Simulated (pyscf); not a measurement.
This saddle point was located with ωB97X-D3(BJ)/def2-SVP in PySCF.

```
Al
H 1 1.5742
H 1 1.6229 2 126.35
H 1 1.6446 2 124.17 3 142.08
As 4 2.3201 1 72.82 2 143.55
H 5 1.5314 4 129.01 1 51.26
```
Charge 0, spin multiplicity 1.

Surface: singlet, charge 0. Lowest wavenumbers (cm⁻¹): 927i, 242, 346, 625, 643.

Problem. Name the species on either side of this saddle.

Solution. `[AlH2][AsH2]` ⇌ `[AlH2][AsH2]`, a concerted two-bond exchange read from left to right: As–H, Al–H broken and As–H, Al–H formed. At CCSD(T)/def2-TZVPP + ΔMP2(QZVPP) it lies +60.7 kcal/mol from the left side and +60.7 kcal/mol from the right (each side as separated species at their lowest minima found). This is the saddle that the search found; another between the same sides may lie lower. One closed-shell reference is unstable to symmetry breaking; treat the single-reference values with care. The CCSD(T) − MP2 part came from Ansatz, without density fitting, on the same reference. The frozen core leaves the outer d or s,p core shells of the metals and heavy elements correlated in the MP2 and CC values, and def2-TZVPP describes them poorly, which can shift differences by a few kcal/mol. Elements up to Kr have no core potential and no relativistic terms here.
